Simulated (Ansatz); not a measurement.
## Abstraction of F: CH6F2Si2 + BO → CH6FSi2 + BOF

Species: CH6F2Si2 `F[SiH2]C[SiH2]F`, singlet; BO, doublet; CH6FSi2 `F[SiH2]C[SiH2]`, doublet; BOF `O=BF`, singlet. A radical takes F: the energy is the difference in strength between the Si–F bond broken and the B–F bond made.

Shapes, held fixed at every level: PBE0-D4/def2-TZVP. Flexible molecules stand in one conformer, not always the lowest. Programs: Ansatz 0.2.0. The zero-point and thermal change to 298 K, harmonic and unscaled (PBE0-D4/def2-TZVP), is -0.8 kJ/mol.

| level | kind | ΔH(298 K) (kJ/mol) | less CCSD(T)/CBS estimate | CPU time (sum over the molecules) |
| --- | --- | --- | --- | --- |
| HF/def2-SVP | Hartree–Fock | -36.4 | -15.8 | – |
| SPW92/def2-TZVPP | LDA | -57.2 | -36.6 | 12 s |
| PBE-D4/def2-TZVPP | GGA | -50.1 | -29.5 | 24 s |
| r2SCAN-D4/def2-TZVPP | meta-GGA | -32.2 | -11.6 | 47 s |
| BHLYP-D4/def2-TZVPP | global hybrid | -35.5 | -14.9 | 32 s |
| CCSD(T)/def2-TZVPP | coupled cluster or CI | -25.1 | -4.5 | 63 min |
| CCSD(T)/CBS estimate | coupled cluster or CI | -20.6 | 0.0 | 66 min |

The highest level, CCSD(T)/CBS estimate, gives ΔH(298 K) = -20.6 kJ/mol; the levels span -57.2 to -20.6. The column of differences is taken from that level and isn't an error. No measured value is set beside it here. Open shells run unrestricted. The CBS estimate extrapolates MP2 from def2-TZVPP and def2-QZVPP and adds CCSD(T) − MP2 in the triple-zeta set, cores frozen. CCSD(T)/CBS estimate lies outside the range of all other levels here, so it shouldn't be taken on trust. Times are processor times on shared x86 and Arm servers, and rough.
